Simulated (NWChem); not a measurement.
**Ionisation of I**

```xyz
1

I      0.0000     0.0000     0.0000
```
Charge 0, spin multiplicity 2.

Everything below was run with NWChem.

Basis set: def2-TZVPD. −ε marks an orbital energy of the parent.

Effective core potentials replace the inner electrons of I; spin-orbit coupling is left out. B3LYP has NWChem's definition, with VWN1-RPA local correlation. No SCF solution was tested for a lower state. Open-shell Hartree-Fock references start from PBE0 orbitals.

**Question.** For the first vertical ionisation energy, −ε(beta HOMO) of B3LYP gives 7.64 eV and −ε(beta HOMO) of BHandHLYP gives 8.86 eV. What do −ε(beta HOMO) of PBE, −ε(beta HOMO) of r2SCAN, −ε(beta HOMO) of HF give?

**Answer.** −ε(beta HOMO) of PBE: 6.71 eV; −ε(beta HOMO) of r2SCAN: 6.99 eV; −ε(beta HOMO) of HF: 10.41 eV.
